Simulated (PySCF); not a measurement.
A structure optimised at PBE0-D3(BJ)/def2-SVP, used in a PySCF frequency run:

```
Zn
S 1 2.1736
H 2 1.3532 1 92.23
I 1 2.4272 3 149.02 2 180.00
```
Charge 0, spin multiplicity 1.

### Question
Write its SMILES, formula and point group.

### Answer
[SH][Zn][I], HISZn, Cs

### Question
What are its rotational constants (standard atomic weights)?

### Answer
281.53, 0.76945, 0.76736 GHz
